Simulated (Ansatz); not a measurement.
A single point on CH5F2NSi (`N[SiH](F)CF`).

```yaml
crystal:
  periodic: [false, false, false]
  atoms:
    - {symbol: N, position_ang: [-1.208502, -0.232600, 0.993747]}
    - {symbol: Si, position_ang: [0.391705, -0.425784, 0.480748]}
    - {symbol: F, position_ang: [1.484903, 0.270753, 1.426398]}
    - {symbol: C, position_ang: [0.517334, 0.379113, -1.219584]}
    - {symbol: F, position_ang: [-0.233834, 1.556920, -1.233352]}
    - {symbol: H, position_ang: [-1.584715, -0.704233, 1.798409]}
    - {symbol: H, position_ang: [-1.707680, 0.615895, 0.779951]}
    - {symbol: H, position_ang: [0.754177, -1.861541, 0.457594]}
    - {symbol: H, position_ang: [0.120744, -0.281893, -1.997556]}
    - {symbol: H, position_ang: [1.548869, 0.632270, -1.483455]}
basis:
  gaussian: {orbitals: def2-TZVPP}
hamiltonian: {xc: pbe}
correlation: {method: rpa}
```

```sh
$ ansatz run in.yaml --threads 4 --pin off --events-out ev --progress --plain
```

It prints (some lines left out):

```
Functional definition: PBE
1419 factors; integrals over basis functions are off by at most 1.2e-3 eV
mean field evaluation 1: about -15900.4038 eV, gradient 8.5e1 eV
mean field evaluation 2: about -15900.4000 eV, gradient 8.5e1 eV
mean field evaluation 4: about -15912.5593 eV, gradient 2.2e1 eV
mean field evaluation 8: about -15913.6808 eV, gradient 3.0e-1 eV
mean field evaluation 16: about -15913.6803 eV, gradient 7.4e-5 eV
mean field -15913.68027022 eV, -584.8169632505 hartree, gradient 1.9e-6 eV, S^2 0.000000; 0 other end points of the search recorded, 0 dependent functions left out
9 core orbitals not correlated: weight in the atoms' cores, before any rotation towards them, 1.000 or more for the frozen orbitals, at most 0.000 for the correlated occupied ones
reference -15870.20335665 eV, -583.2192161466 hartree; 16, 16 occupied and 211, 211 virtual orbitals, 1419 factors
Total energy: -15913.25673125 eV, -584.8013984807 hartree
```

Run time 5.5 s (4 threads of a server CPU on a shared host); peak host memory 0.52 GiB.
